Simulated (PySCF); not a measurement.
# Working out the ionisation energy of Ne²⁺

Ne²⁺ [He] 2s2 2p4 (3P) → Ne³⁺ [He] 2s2 2p3 (4S). Computed with PySCF 2.14 in def2-SVP (3s2p1d, 14 functions), with no relativity, point nucleus. Frozen: 1s2. Energies in hartree (1 hartree = 27.21139 eV):

```json
{"part": "UHF", "Ne²⁺ (lower)": "-126.194974", "Ne³⁺ (upper)": "-123.921540"}
{"part": "CCSD correlation", "Ne²⁺ (lower)": "-0.101978", "Ne³⁺ (upper)": "-0.076311"}
{"part": "(T)", "Ne²⁺ (lower)": "-0.000663", "Ne³⁺ (upper)": "-0.000264"}
```

Problem. What does Hartree-Fock give?

Solution. (-123.921540) − (-126.194974) = 2.273434 hartree = 61.863 eV.

Problem. What do CCSD and CCSD(T) give?

Solution. The CCSD correlation energies differ by 0.025667 hartree = 0.698 eV and the triples by 0.000399 hartree = 0.011 eV, so CCSD gives 62.561 eV and CCSD(T) 62.572 eV.

Reference: 63.423 eV (measured; NIST Atomic Spectra Database, ionization energies), between the lowest levels; spin-orbit coupling is absent from the calculation.

A double-zeta basis recovers only part of the correlation energy.

What remains against the reference includes basis incompleteness, the frozen core and higher excitations.
